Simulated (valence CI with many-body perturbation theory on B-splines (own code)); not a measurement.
# Er⁶¹⁺: E2, M1, M2 decay

Calculated by relativistic CI+MBPT: five valence electrons over a frozen Dirac-Fock core [He], radial functions for each j: 11 s, 11 p, 10 d, 8 f, 5 g, 2 h, with the one-electron correlation potential Σ1 (screened to all orders), the two-electron term Σ2, the three-electron term Σ3, Breit, model QED; selected single and double excitations, second order for the rest, scaled by the run's own slope (own B-spline code, finite nucleus).

The last digits are not significant, and no measured levels were compared; by estimate large intervals hold to a few tenths of a per cent, small ones and those within an open d or f shell to about a per cent. Among the levels kept, up to 7400 cm⁻¹ of a level comes from second order outside the variational space, and about a tenth of that is noise between levels of different J, which matters for small intervals.

Lines 1 to 50 of 107 in falling wavelength, among levels below 10471 eV, chosen from the decays that carry over 1 % of a level's rate. Wavelengths and rates use the calculated energies. Electric multipoles are in the length gauge with retardation, E1 and E2 with the static RPA response of the core. M1 uses the relativistic operator with retardation. S is in atomic units (e²a₀⁴ for E2 and M2, e²a₀⁶ for E3), for M1 in squared Bohr magnetons. Weak lines are less certain than strong ones. Lines between different terms over intervals too small for the method are left out, as are lines whose strength nearly cancels.

Levels are named by their leading jj configuration (3d3/2^4 stands for four electrons in 3d with j = 3/2), which in mixed levels can hold well under half, so a name can repeat and another be missing. Letters in brackets count levels of one name in rising energy.

```tsv
λ vac (Å)	Upper	Lower	Type	A (s⁻¹)	S (a.u.)
13.24	(2s^2 2p1/2 2p3/2^2) J=3/2	(2s^2 2p1/2^2 2p3/2) J=3/2	M1	7.81e+09	2.69e+00
13.22	(2s^2 2p3/2^3) J=3/2	(2s^2 2p1/2 2p3/2^2) J=1/2	M1	1.93e+09	6.60e-01
13.12	(2s^2 2p3/2^2 3d5/2) J=9/2	(2s^2 2p1/2 2p3/2 3d5/2) J=7/2 [b]	M1	1.88e+09	1.58e+00
12.93	(2s^2 2p1/2 2p3/2^2) J=5/2	(2s^2 2p1/2^2 2p3/2) J=3/2	M1	1.30e+09	6.26e-01
12.93	(2s^2 2p1/2 2p3/2^2) J=5/2	(2s^2 2p1/2^2 2p3/2) J=3/2	E2	3.30e+07	6.39e-05
12.80	(2s^2 2p3/2^2 3d5/2) J=9/2	(2s^2 2p1/2 2p3/2 3d5/2) J=9/2	M1	3.43e+09	2.67e+00
12.60	(2s^2 2p3/2^3) J=3/2	(2s^2 2p1/2 2p3/2^2) J=5/2	M1	2.20e+09	6.54e-01
12.55	(2s^2 2p3/2^2 3d5/2) J=9/2	(2s^2 2p1/2 2p3/2 3d5/2) J=7/2 [a]	M1	2.99e+09	2.19e+00
12.34	(2s^2 2p1/2 2p3/2^2) J=1/2	(2s^2 2p1/2^2 2p3/2) J=3/2	M1	4.46e+09	6.22e-01
12.32	(2s^2 2p3/2^3) J=3/2	(2s^2 2p1/2 2p3/2^2) J=3/2	M1	8.82e+09	2.45e+00
1.663	(2s^2 2p1/2 2p3/2 3p1/2) J=3/2 [a]	(2s^2 2p1/2 2p3/2^2) J=1/2	E2	1.65e+11	7.51e-06
1.660	(2s^2 2p1/2 2p3/2 3p1/2) J=5/2	(2s^2 2p1/2 2p3/2^2) J=1/2	E2	3.10e+11	2.09e-05
1.654	(2s^2 2p1/2 2p3/2 3p1/2) J=1/2	(2s^2 2p1/2 2p3/2^2) J=5/2	E2	3.41e+11	7.55e-06
1.652	(2s^2 2p1/2 2p3/2 3p1/2) J=3/2 [b]	(2s^2 2p1/2 2p3/2^2) J=1/2	E2	1.41e+11	6.20e-06
1.652	(2s^2 2p1/2^2 3p1/2) J=1/2	(2s^2 2p1/2^2 2p3/2) J=3/2	E2	1.63e+12	3.57e-05
1.652	(2s^2 2p1/2^2 3p1/2) J=1/2	(2s^2 2p1/2^2 2p3/2) J=3/2	M1	2.12e+10	7.09e-03
1.650	(2s^2 2p1/2 2p3/2 3p1/2) J=5/2	(2s^2 2p1/2 2p3/2^2) J=5/2	E2	9.24e+11	6.06e-05
1.649	(2s^2 2p3/2^2 3p1/2) J=3/2	(2s^2 2p3/2^3) J=3/2	E2	3.32e+11	1.45e-05
1.649	(2s^2 2p1/2 2p3/2 3p1/2) J=1/2	(2s^2 2p1/2 2p3/2^2) J=3/2	E2	5.10e+11	1.11e-05
1.649	(2s^2 2p1/2 2p3/2 3p1/2) J=1/2	(2s^2 2p1/2 2p3/2^2) J=3/2	M1	1.83e+10	6.10e-03
1.649	(2s^2 2p3/2^2 3p1/2) J=5/2	(2s^2 2p3/2^3) J=3/2	E2	1.13e+12	7.35e-05
1.648	(2s^2 2p1/2 2p3/2 3p1/2) J=3/2 [a]	(2s^2 2p1/2 2p3/2^2) J=3/2	E2	1.00e+12	4.34e-05
1.645	(2s^2 2p1/2 2p3/2 3p1/2) J=5/2	(2s^2 2p1/2 2p3/2^2) J=3/2	E2	2.30e+11	1.48e-05
1.642	(2s^2 2p1/2 2p3/2 3p1/2) J=3/2 [b]	(2s^2 2p1/2 2p3/2^2) J=5/2	E2	9.11e+11	3.89e-05
1.637	(2s^2 2p1/2 2p3/2 3p1/2) J=3/2 [b]	(2s^2 2p1/2 2p3/2^2) J=3/2	E2	5.93e+10	2.49e-06
1.637	(2s^2 2p3/2^2 3p1/2) J=1/2	(2s^2 2p3/2^3) J=3/2	E2	8.80e+11	1.85e-05
1.621	(2s^2 2p3/2^2 3d5/2) J=9/2	(2s 2p1/2 2p3/2^3) J=5/2	E2	4.86e+09	4.86e-07
1.603	(2s 2p1/2 2p3/2^2 3p3/2) J=9/2	(2s 2p1/2 2p3/2^3) J=5/2	E2	2.78e+11	2.63e-05
1.602	(2s^2 2p1/2 2p3/2 3p3/2) J=3/2 [a]	(2s^2 2p1/2 2p3/2^2) J=1/2	E2	4.65e+10	1.75e-06
1.597	(2s 2p1/2^2 2p3/2 3p3/2) J=7/2	(2s 2p1/2^2 2p3/2^2) J=5/2	E2	5.34e+11	3.96e-05
1.596	(2s^2 2p1/2 2p3/2 3p3/2) J=3/2 [b]	(2s^2 2p1/2 2p3/2^2) J=1/2	E2	2.72e+11	1.01e-05
1.595	(2s^2 2p1/2 2p3/2 3p3/2) J=5/2 [b]	(2s^2 2p1/2 2p3/2^2) J=1/2	E2	3.23e+11	1.79e-05
1.595	(2s 2p1/2^2 2p3/2 3p3/2) J=1/2 [b]	(2s 2p1/2^2 2p3/2^2) J=3/2	E2	9.52e+11	1.75e-05
1.594	(2s^2 2p1/2 2p3/2 3p3/2) J=5/2 [a]	(2s^2 2p1/2 2p3/2^2) J=5/2	E2	1.27e+11	7.01e-06
1.593	(2s^2 2p3/2^2 3p3/2) J=7/2	(2s^2 2p3/2^3) J=3/2	E2	3.04e+11	2.23e-05
1.593	(2s^2 2p3/2^2 3p3/2) J=5/2	(2s^2 2p3/2^3) J=3/2	E2	3.23e+11	1.77e-05
1.592	(2s^2 2p1/2 2p3/2 3p3/2) J=3/2 [a]	(2s^2 2p1/2 2p3/2^2) J=5/2	E2	3.67e+11	1.34e-05
1.591	(2s^2 2p1/2 2p3/2 3p3/2) J=7/2	(2s^2 2p1/2 2p3/2^2) J=5/2	E2	5.67e+11	4.12e-05
1.590	(2s^2 2p1/2^2 3p3/2) J=3/2	(2s^2 2p1/2^2 2p3/2) J=3/2	E2	8.10e+11	2.94e-05
1.589	(2s^2 2p1/2 2p3/2 3p3/2) J=5/2 [a]	(2s^2 2p1/2 2p3/2^2) J=3/2	E2	4.77e+11	2.59e-05
1.588	(2s^2 2p1/2 2p3/2 3p3/2) J=1/2 [a]	(2s^2 2p1/2 2p3/2^2) J=3/2	E2	5.71e+11	1.03e-05
1.588	(2s^2 2p1/2 2p3/2 3p3/2) J=3/2 [a]	(2s^2 2p1/2 2p3/2^2) J=3/2	E2	1.76e+11	6.35e-06
1.587	(2s 2p1/2 2p3/2^2 3p3/2) J=1/2 [b]	(2s 2p1/2 2p3/2^3) J=5/2	E2	1.92e+11	3.46e-06
1.586	(2s^2 2p1/2 2p3/2 3p3/2) J=7/2	(2s^2 2p1/2 2p3/2^2) J=3/2	E2	6.48e+10	4.65e-06
1.584	(2s^2 2p3/2^2 3p3/2) J=3/2 [a]	(2s^2 2p3/2^3) J=3/2	E2	1.05e+12	3.74e-05
1.581	(2s^2 2p1/2 2p3/2 3p3/2) J=1/2 [b]	(2s^2 2p1/2 2p3/2^2) J=5/2	E2	1.13e+12	1.99e-05
1.577	(2s^2 2p1/2 2p3/2 3p3/2) J=1/2 [b]	(2s^2 2p1/2 2p3/2^2) J=3/2	E2	4.66e+11	8.10e-06
1.575	(2s 2p1/2^2 2p3/2 3p3/2) J=1/2 [b]	(2s 2p1/2^2 2p3/2^2) J=5/2	E2	2.97e+11	5.14e-06
1.570	(2s 2p1/2 2p3/2^2 3d5/2) J=9/2 [b]	(2s 2p1/2 2p3/2^3) J=5/2	M2	5.55e+10	4.73e-06
1.565	(2s 2p1/2^2 2p3/2 3d5/2) J=9/2	(2s 2p1/2^2 2p3/2^2) J=5/2	M2	3.65e+10	3.06e-06
```
